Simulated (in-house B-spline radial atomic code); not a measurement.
## RPA and G0W0 on LDA exchange-only: Cl VII (Cl6+)

Configuration [Ne] 3s1, highest spin, mean-field start LDA exchange-only. Computed with a B-spline radial code for spherical atoms: all electrons, scalar-relativistic (spin-free one-electron X2C), finite nucleus, each spin shell either full or empty, empty states to l = 9 with an (l + 1/2)⁻⁴ tail; G0W0 by contour deformation at full frequency.

Command:
```bash
python run_gw.py task.json out
```
Settings (radii: box in bohr, nucleus in fm):
```
Z                        17
electrons                11
configuration            [Ne] 3s1
hamiltonian              x2c
method                   lda,
lmax                     9
rms_radius               3.3654
spin_polarised           True
box_radius               9.29
intervals                68
ion_configuration        [He] 2s2 2p6
```

Cost of the run: 1.5 s on 1 thread of Intel(R) Xeon(R) 6975P-C, with other jobs on the host.

Energies (hartree):

```
                                     term       value
                         mean-field total  -448.25582
Hartree-Fock functional on these orbitals  -450.32126
                      direct second order    -0.74123
                    second-order exchange     0.28313
                         SOSEX correction     0.26182
```

Question: What is the RPA correlation energy, and what remains with SOSEX?

Answer: RPA gives -0.67739 hartree (-1.68 eV per electron); RPA + SOSEX gives -0.41557, and the second-order doubles -0.4581 hartree (no singles). RPA lacks exchange-type terms and so overcorrelates at short range.

Quasi-particle levels (eV):

```
  level  occupied  mean field  Σx - vxc     Σc  QP weight     G0W0
  3s up       yes     -106.35     -7.55      ?          ?        ?
2p down       yes     -296.26    -30.51   3.62      0.945  -323.15
  2p up       yes     -296.84    -30.59   3.70      0.944  -323.73
3s down        no     -100.44      5.88  -2.53      0.951   -97.09
```

G0W0 = mean field + (Σx - vxc) + Σc, with Σc (partial-wave tail included) taken at the quasi-particle energy. Only the outer levels were computed. Levels of low weight are left out.

Question: Where does G0W0 put 3s up?

Answer: At -115.56 eV, with Σc = -1.66 eV and a quasi-particle weight of 0.971. The tabulated removal energy is 114.201 eV (NIST, measured); the calculation leaves out spin-orbit coupling, Breit and QED terms, and what these don't explain is the method's own error.

Question: What does it cost to remove one electron (to [He] 2s2 2p6) by differences of total energies, each species on its own start (correlation terms add to the Hartree-Fock functional)?

Answer: LDA exchange-only 113.84 eV, Hartree-Fock functional 113.68 eV, + RPA 115.14 eV, + RPA + SOSEX 114.15 eV, + second order 114.28 eV. Tabulated: 114.201 eV (NIST, measured); the calculation leaves out spin-orbit coupling, Breit and QED terms, and what these don't explain is the method's own error.
